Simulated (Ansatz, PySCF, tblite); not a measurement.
Two rigid molecules brought together: H2 ··· BCl3 (SMILES [H][H] and ClB(Cl)Cl), singlet. Monomers: optimised at B3LYP-D3(BJ) (def2-TZVP), held rigid. Orientation: lowest of the rigid-body minima from ten starts at GFN2-xTB. Only R, the distance of the centres of mass, is varied, so the lowest point isn't the relaxed dimer.

Levels of theory: GFN2-xTB (tblite); RKS-B3LYP/6-31G* = restricted B3LYP/6-31G*, spherical d, no counterpoise correction (PySCF 2.14.0); RHF/3-21G = PySCF with restricted Hartree-Fock/3-21G, no counterpoise correction; CCSD(T)/aug-cc-pVTZ = CCSD(T) on RHF/aug-cc-pVTZ, frozen core, counterpoise-corrected in Ansatz (a quantum-chemistry and plane-wave program).

Interaction energies in kcal/mol; the last columns give the difference from CCSD(T):

```tsv
R / Å	GFN2-xTB	RKS-B3LYP/6-31G*	RHF/3-21G	CCSD(T)/aug-cc-pVTZ	GFN2-xTB − CCSD(T)/aug-cc-pVTZ	RKS-B3LYP/6-31G* − CCSD(T)/aug-cc-pVTZ	RHF/3-21G − CCSD(T)/aug-cc-pVTZ
2.57	0.79	4.24	3.49	3.06	-2.28	1.18	0.42
2.90	-0.60	1.67	1.09	0.68	-1.28	1.00	0.41
2.96	-0.69	1.42	0.88	0.46	-1.15	0.96	0.42
3.23	-0.79	0.70	0.38	-0.07	-0.72	0.77	0.45
3.40	-0.74	0.48	0.25	-0.19	-0.55	0.67	0.44
3.55	-0.66	0.36	0.19	-0.23	-0.44	0.58	0.41
3.85	-0.51	0.22	0.12	-0.21	-0.30	0.43	0.33
4.30	-0.32	0.12	0.07	-0.14	-0.18	0.26	0.21
4.68	-0.21	0.07	0.05	-0.09	-0.12	0.16	0.14
5.45	-0.08	0.02	0.03	-0.04	-0.05	0.06	0.07
6.41	-0.03	0.01	0.02	-0.01	-0.01	0.02	0.03
7.68	-0.01	0.00	0.01	0.00	0.00	0.00	0.01
```

GFN2-xTB is furthest from CCSD(T)/aug-cc-pVTZ at 2.57 (-2.28 kcal/mol, below); its mean absolute difference over the points is 0.59 kcal/mol.

RKS-B3LYP/6-31G* is furthest from CCSD(T)/aug-cc-pVTZ at 2.57 (1.18 kcal/mol, above); its mean absolute difference over the points is 0.51 kcal/mol.

RHF/3-21G is furthest from CCSD(T)/aug-cc-pVTZ at 3.23 (0.45 kcal/mol, above); its mean absolute difference over the points is 0.28 kcal/mol.
